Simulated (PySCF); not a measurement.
Identify the unknown among the candidates.

All candidates are C4H13FSSi2.

- NMR, other nuclei: isotropic shieldings of nuclei other than C and H, by class: 440 (1 F), 339 (1 Si), 408 (1 Si), 655 (1 S) ppm [GIAO PBE0/pcSseg-1]
- Dipole: 2.73 D [PBE0/pcSseg-1]
- 1H NMR: chemical shifts (computed TMS as zero) by class: 5.75 (2 H), 3.73 (2 H), 2.83 (2 H), 1.39 (1 H), 1.22 (6 H) ppm [GIAO PBE0/pcSseg-1]
- Rotational structure: rotational constants A, B, C: 1.662, 0.663, 0.547 GHz [GFN2-xTB]
- 13C NMR: chemical shifts (computed TMS as zero) by class: 43.4 (1 C), 25.8 (1 C), 25.2 (2 C) ppm [GIAO PBE0/pcSseg-1]

Electronic properties: PySCF, gas phase, density fitting. Levels stand in brackets. The structure is a single GFN2-xTB conformer in the gas phase; no vibrational or solvent corrections. NMR values are class means; diastereotopic atoms form classes of their own.

Question: Which candidate is it?
A. `CC(C)(C)[Si@H](F)S[SiH3]`
B. `CC(C)(CS)[SiH2][SiH2]F`
C. `C[C@H](S)C[SiH2][SiH2]CF`
D. `C[SiH2]C[C@@H](CF)[SiH2]S`
E. `CC[Si@H](CSC)[SiH2]F`

Answer: B. It is `CC(C)(CS)[SiH2][SiH2]F`. Numbering: `[CH3:1][C:2]([CH3:3])([CH2:4][SH:5])[SiH2:6][SiH2:7][F:8]`. Its formula, C4H13FSSi2, gives 0 degrees of unsaturation, so no ring and no π bond. 4 carbons fall into 3 classes; from least to most shielded: sp3 carbon bound to sulfur [C4] (43.4 ppm), sp3 carbon bound to silicon [C2] (25.8 ppm), methyl carbon [C1/C3] (25.2 ppm, 2 C). Hydrogen classes from least to most shielded: 2 H on a fluorine-bound silicon, Si7 (5.75 ppm), 2 H on an SiH2 silicon, Si6 (3.73 ppm), 2 H on an sp3 carbon bound to sulfur, C4 (2.83 ppm), 1 H on a thiol sulfur, S5 (1.39 ppm), 6 H on 2 methyl carbons, C1/C3 (1.22 ppm, a mean of values up to 1.7 ppm apart in this geometry). The other shieldings belong to: 440 ppm, silicon-bound fluorine [F8]; 339 ppm, fluorine-bound silicon [Si7]; 408 ppm, SiH2 silicon [Si6]; 655 ppm, thiol sulfur [S5]. The optimised geometry has point group C1 and is an asymmetric top.

The others, at the same levels:
- `CC(C)(C)[Si@H](F)S[SiH3]` fails: it has 2 carbon classes against 3; its computed 13C shifts are 26.4 (3 C), 25.9 (1 C) ppm, 1H shifts are 5.44 (1 H), 4.76 (3 H), 1.11 (9 H) ppm and rotational constant A is 2.222 GHz (against 1.662 GHz).
- `C[SiH2]C[C@@H](CF)[SiH2]S` fails: it has 4 carbon classes against 3; its computed 13C shifts are 89.1 (1 C), 26.1 (1 C), 10.0 (1 C), -6.6 (1 C) ppm, 1H shifts are 5.08 (1 H), 4.95 (1 H), 4.69 (1 H), 4.67 (1 H), 4.51 (1 H), 4.14 (1 H), 1.59 (1 H), 0.60 (1 H), 0.46 (1 H), 0.16 (3 H), -0.42 (1 H) ppm and rotational constant A is 1.325 GHz (against 1.662 GHz).
- `CC[Si@H](CSC)[SiH2]F` fails: it has 4 carbon classes against 3; its computed 13C shifts are 23.2 (1 C), 20.1 (1 C), 11.7 (1 C), 9.1 (1 C) ppm, 1H shifts are 5.70 (1 H), 5.60 (1 H), 4.09 (1 H), 2.15 (3 H), 2.12 (1 H), 1.69 (1 H), 1.07 (1 H), 1.00 (3 H), 0.85 (1 H) ppm and rotational constant A is 1.315 GHz (against 1.662 GHz).
- `C[C@H](S)C[SiH2][SiH2]CF` fails: it has 4 carbon classes against 3; its computed 13C shifts are 79.5 (1 C), 43.1 (1 C), 34.4 (1 C), 27.8 (1 C) ppm, 1H shifts are 5.33 (1 H), 5.04 (1 H), 4.37 (1 H), 4.29 (1 H), 4.03 (1 H), 3.74 (1 H), 2.74 (1 H), 1.50 (3 H), 1.48 (1 H), 1.20 (1 H), 1.04 (1 H) ppm and rotational constant A is 1.454 GHz (against 1.662 GHz).

Each candidate is one conformer, not necessarily the lowest. Dipoles, sizes and rotational constants follow the conformer. The torsions of the flexible species, by atom-mapped SMILES:
- `[CH3:1][C:2]([CH3:3])([CH2:4][SH:5])[SiH2:6][SiH2:7][F:8]`: C1–C2–C4–S5 59°, C1–C2–Si6–Si7 56°, C2–Si6–Si7–F8 60°, H–S5–C4–C2 75°
- `[CH3:1][C:2]([CH3:3])([CH3:4])[Si@H:5]([F:6])[S:7][SiH3:8]`: C1–C2–Si5–F6 180°, C2–Si5–S7–Si8 158°
- `[CH3:1][CH2:2][Si@H:3]([CH2:4][S:5][CH3:6])[SiH2:7][F:8]`: C1–C2–Si3–C4 -177°, C2–Si3–C4–S5 149°, Si3–C4–S5–C6 66°, C2–Si3–Si7–F8 114°

The conformers of `C[SiH2]C[C@@H](CF)[SiH2]S` and `C[C@H](S)C[SiH2][SiH2]CF` aren't listed.
